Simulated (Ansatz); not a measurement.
The cluster TaTe₂, relaxed as a doublet with UKS PBE-D4/def2-TZVP in Ansatz, starting from the GFN2-xTB geometry. Force threshold 0.02 eV/Å.

In the def2 sets Ta, Te take a core potential; there is no spin–orbit coupling. The charge 0 doublet is spin-contaminated (final ⟨S²⟩ up to 1.44, 0.75 for a pure state). The relaxation made no stability test and no search for a lower SCF solution. No other spin state of charge 0 was run. The structure comes from a short search, and lower isomers may exist.

Start:

```xyz
3

Ta    2.223   -0.851   -0.230
Te    0.159    0.749   -0.057
Te   -2.382    0.102    0.287
```

| step | energy (eV) | largest force component (eV/Å) | SCF passes |
| --- | --- | --- | --- |
| 1 | -16136.4289 | 0.454 | 73 |
| 2 | -16136.5251 | 0.279 | 45 |
| 3 | -16136.6562 | 0.468 | 111 |
| 4 | -16136.8956 | 0.791 | 58 |
| 5 | -16137.2828 | 0.907 | 49 |
| 6 | -16137.7679 | 0.908 | 45 |
| 7 | -16138.0062 | 0.510 | 53 |
| 8 | -16138.0264 | 0.198 | 42 |
| 9 | -16138.0301 | 0.066 | 35 |
| 10 | -16138.0303 | 0.028 | 37 |
| 11 | -16138.0303 | 0.000 | 32 |

Force components are those of the run's own axes.

End:

```xyz
3

Ta    1.1180   -1.0478   -0.0850
Te    0.3647    1.5227   -0.1201
Te   -1.4827   -0.4749    0.2051
```

Bonds formed: Ta1–Te3 (atoms count from 1). The end is the same structure that another start reached, the lowest one found.

No frequencies were taken in this run, so the end may be a saddle point.

Run time 28 s (4 threads of Arm Neoverse V2 on a shared host).
